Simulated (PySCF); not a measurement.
C2H7AlFN, SMILES [AlH]([N](C)C)[F]. Geometry optimised at PBE0-D3(BJ)/def2-SVP. Other conformers were not sampled.

Give the equilibrium geometry at PBE0-D3(BJ)/def2-SVP (PySCF confirms it by a frequency run) as Cartesian coordinates in Å, and its point group. (Estimate from the structure and the level; the computed values follow.)

This is not unique; one that fits is point group Cs.
```xyz
12

Al    -0.6283     0.9205     0.0000
H     -2.1741     1.2125     0.0000
F      0.4743     2.1720     0.0000
N      0.0214    -0.7283     0.0000
C      1.4310    -1.0357     0.0000
C     -0.8243    -1.8955     0.0000
H      1.7232    -1.6267    -0.8903
H      1.7232    -1.6267     0.8903
H      2.0304    -0.1128     0.0000
H     -0.6518    -2.5321     0.8903
H     -0.6518    -2.5321    -0.8903
H     -1.8892    -1.6116     0.0000
```
Charge 0, spin multiplicity 1.
